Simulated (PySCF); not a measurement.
3-ethylthiophene, C₆H₈S.
Bonds: C1–C2, C2–C3, C3–C4 (aromatic), C4–C5 (aromatic), C5–S6 (aromatic), S6–C7 (aromatic), C3–C7 (aromatic). Hydrogens: H8, H9, H10 on C1; H11, H12 on C2; H13 on C4; H14 on C5; H15 on C7.

The same species was optimised twice, with GFN2-xTB and with PBE0-D3(BJ)/def2-SVP (PySCF), and the same property calculations (PySCF, gas phase) were run on both structures.

```json
{"coordinate": "C3–C7 (Å)", "GFN2-xTB": "1.359", "PBE0-D3(BJ)/def2-SVP": "1.373", "change": "+0.014"}
{"coordinate": "C4–C5 (Å)", "GFN2-xTB": "1.354", "PBE0-D3(BJ)/def2-SVP": "1.369", "change": "+0.015"}
{"coordinate": "C3–C4 (Å)", "GFN2-xTB": "1.421", "PBE0-D3(BJ)/def2-SVP": "1.431", "change": "+0.010"}
{"coordinate": "C2–C3 (Å)", "GFN2-xTB": "1.497", "PBE0-D3(BJ)/def2-SVP": "1.501", "change": "+0.004"}
{"coordinate": "C5–S6 (Å)", "GFN2-xTB": "1.720", "PBE0-D3(BJ)/def2-SVP": "1.717", "change": "-0.003"}
{"coordinate": "C1–C2 (Å)", "GFN2-xTB": "1.529", "PBE0-D3(BJ)/def2-SVP": "1.526", "change": "-0.003"}
{"coordinate": "S6–C7 (Å)", "GFN2-xTB": "1.721", "PBE0-D3(BJ)/def2-SVP": "1.718", "change": "-0.003"}
{"coordinate": "C1–C2–C3 (°)", "GFN2-xTB": "110.9", "PBE0-D3(BJ)/def2-SVP": "113.0", "change": "+2.1"}
{"coordinate": "C5–S6–C7 (°)", "GFN2-xTB": "90.8", "PBE0-D3(BJ)/def2-SVP": "91.8", "change": "+1.0"}
{"coordinate": "C4–C5–S6 (°)", "GFN2-xTB": "112.0", "PBE0-D3(BJ)/def2-SVP": "111.5", "change": "-0.5"}
{"coordinate": "C2–C3–C4 (°)", "GFN2-xTB": "123.7", "PBE0-D3(BJ)/def2-SVP": "124.0", "change": "+0.3"}
{"coordinate": "C4–C3–C7 (°)", "GFN2-xTB": "111.5", "PBE0-D3(BJ)/def2-SVP": "111.2", "change": "-0.3"}
{"coordinate": "C3–C7–S6 (°)", "GFN2-xTB": "112.7", "PBE0-D3(BJ)/def2-SVP": "112.4", "change": "-0.3"}
{"coordinate": "C3–C4–C5 (°)", "GFN2-xTB": "113.0", "PBE0-D3(BJ)/def2-SVP": "113.1", "change": "+0.1"}
{"coordinate": "C2–C3–C7 (°)", "GFN2-xTB": "124.8", "PBE0-D3(BJ)/def2-SVP": "124.7", "change": "-0.1"}
{"coordinate": "C1–C2–C3–C4 (°)", "GFN2-xTB": "76", "PBE0-D3(BJ)/def2-SVP": "74", "change": "-2"}
```

Rotational constants: A = 5565, B = 1424, C = 1241 MHz (GFN2-xTB) against A = 5556, B = 1400, C = 1218 MHz (PBE0-D3(BJ)/def2-SVP). Point groups within 0.08 Å: C1 and C1.

On the GFN2-xTB structure: lowest singlet, TDDFT (eV) 5.76 [CAM-B3LYP/def2-SVPD]; lowest triplet, Tamm–Dancoff (eV) 3.84 [CAM-B3LYP/def2-SVPD]; isotropic polarisability (au) 86.1 [CAM-B3LYP/def2-SVPD]; HOMO (eV) -7.97 [CAM-B3LYP/def2-SVPD]; LUMO (eV) 0.78 [CAM-B3LYP/def2-SVPD]; dipole (D) 0.96 [CAM-B3LYP/def2-SVPD]; HOMO (eV) -6.73 [PBE0/pcSseg-1]; LUMO (eV) -0.26 [PBE0/pcSseg-1]; dipole (D) 0.92 [PBE0/pcSseg-1]; GIAO shielding of C1 (ppm) 165.7 [PBE0/pcSseg-1]; GIAO shielding of C2 (ppm) 158.2 [PBE0/pcSseg-1]; GIAO shielding of C3 (ppm) 37.1 [PBE0/pcSseg-1]; GIAO shielding of C4 (ppm) 55.1 [PBE0/pcSseg-1]; GIAO shielding of C5 (ppm) 51.9 [PBE0/pcSseg-1]; GIAO shielding of S6 (ppm) 285.1 [PBE0/pcSseg-1]; GIAO shielding of C7 (ppm) 58.9 [PBE0/pcSseg-1].

Question: What do these properties become on the PBE0-D3(BJ)/def2-SVP structure?

Answer: 
```json
{"property": "lowest singlet, TDDFT (eV)", "level": "CAM-B3LYP/def2-SVPD", "on GFN2-xTB": "5.76", "on PBE0-D3(BJ)/def2-SVP": "5.72", "change": "-0.04"}
{"property": "lowest triplet, Tamm–Dancoff (eV)", "level": "CAM-B3LYP/def2-SVPD", "on GFN2-xTB": "3.84", "on PBE0-D3(BJ)/def2-SVP": "3.78", "change": "-0.06"}
{"property": "isotropic polarisability (au)", "level": "CAM-B3LYP/def2-SVPD", "on GFN2-xTB": "86.1", "on PBE0-D3(BJ)/def2-SVP": "87.5", "change": "+1.4"}
{"property": "HOMO (eV)", "level": "CAM-B3LYP/def2-SVPD", "on GFN2-xTB": "-7.97", "on PBE0-D3(BJ)/def2-SVP": "-7.96", "change": "+0.01"}
{"property": "LUMO (eV)", "level": "CAM-B3LYP/def2-SVPD", "on GFN2-xTB": "0.78", "on PBE0-D3(BJ)/def2-SVP": "0.73", "change": "-0.05"}
{"property": "dipole (D)", "level": "CAM-B3LYP/def2-SVPD", "on GFN2-xTB": "0.96", "on PBE0-D3(BJ)/def2-SVP": "0.92", "change": "-0.04"}
{"property": "energy, GFN2-xTB geometry as zero (kcal/mol)", "level": "CAM-B3LYP/def2-SVPD", "on GFN2-xTB": "0.0", "on PBE0-D3(BJ)/def2-SVP": "-0.9", "change": "-0.9"}
{"property": "HOMO (eV)", "level": "PBE0/pcSseg-1", "on GFN2-xTB": "-6.73", "on PBE0-D3(BJ)/def2-SVP": "-6.73", "change": "0.00"}
{"property": "LUMO (eV)", "level": "PBE0/pcSseg-1", "on GFN2-xTB": "-0.26", "on PBE0-D3(BJ)/def2-SVP": "-0.30", "change": "-0.04"}
{"property": "dipole (D)", "level": "PBE0/pcSseg-1", "on GFN2-xTB": "0.92", "on PBE0-D3(BJ)/def2-SVP": "0.89", "change": "-0.03"}
{"property": "energy, GFN2-xTB geometry as zero (kcal/mol)", "level": "PBE0/pcSseg-1", "on GFN2-xTB": "0.0", "on PBE0-D3(BJ)/def2-SVP": "-0.5", "change": "-0.5"}
{"property": "GIAO shielding of C1 (ppm)", "level": "PBE0/pcSseg-1", "on GFN2-xTB": "165.7", "on PBE0-D3(BJ)/def2-SVP": "164.5", "change": "-1.2"}
{"property": "GIAO shielding of C2 (ppm)", "level": "PBE0/pcSseg-1", "on GFN2-xTB": "158.2", "on PBE0-D3(BJ)/def2-SVP": "157.2", "change": "-1.0"}
{"property": "GIAO shielding of C3 (ppm)", "level": "PBE0/pcSseg-1", "on GFN2-xTB": "37.1", "on PBE0-D3(BJ)/def2-SVP": "34.8", "change": "-2.3"}
{"property": "GIAO shielding of C4 (ppm)", "level": "PBE0/pcSseg-1", "on GFN2-xTB": "55.1", "on PBE0-D3(BJ)/def2-SVP": "51.9", "change": "-3.2"}
{"property": "GIAO shielding of C5 (ppm)", "level": "PBE0/pcSseg-1", "on GFN2-xTB": "51.9", "on PBE0-D3(BJ)/def2-SVP": "50.7", "change": "-1.2"}
{"property": "GIAO shielding of S6 (ppm)", "level": "PBE0/pcSseg-1", "on GFN2-xTB": "285.1", "on PBE0-D3(BJ)/def2-SVP": "283.2", "change": "-1.9"}
{"property": "GIAO shielding of C7 (ppm)", "level": "PBE0/pcSseg-1", "on GFN2-xTB": "58.9", "on PBE0-D3(BJ)/def2-SVP": "56.3", "change": "-2.6"}
```

The heavy atoms differ by 0.025 Å rms after alignment. Among bonds between heavy atoms C3–C7 and C4–C5 change most and about equally (+0.014 to +0.015 Å). Changes are differences of the printed values. Neither structure is proved a minimum here.

The values belong to the conformer `[CH3:1][CH2:2][c:3]1[cH:4][cH:5][s:6][cH:7]1`: C1–C2–C3–C4 74°.
